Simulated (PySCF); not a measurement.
Zr: excitation energy

Zr [Kr] 4d2 5s2 (3F) → Zr [Kr] 4d1 5s2 5p1 (high-spin determinant), as a difference of total energies. Calculation: PySCF 2.14, in def2-TZVPPD with the def2 core potential (28 electrons) (6s4p3d2f1g, 56 functions); a scalar-relativistic core potential. Correlated levels: valence: 4s2 4p6 frozen. The calculations carry no spin-orbit coupling.

| method | excitation energy (eV) |
| --- | --- |
| UHF | 2.918 |
| MP2 (valence) | 2.986 |
| SCS-MP2 (valence) | 2.905 |
| CCSD (valence) | 2.474 |
| CCSD(T) (valence) | 2.244 |

**Question.** How much does correlation contribute at CCSD(T) (valence)?

**Answer.** 2.244 − (2.918) = -0.674 eV, measured against UHF.

The coupled-cluster amplitudes are large for the upper state (T1 above 0.03 or a double amplitude above 0.15), so a single reference is strained.

The determinant of the upper state mixes LS terms, which raises its energy above the lowest term, most at the Hartree-Fock and MP2 levels.
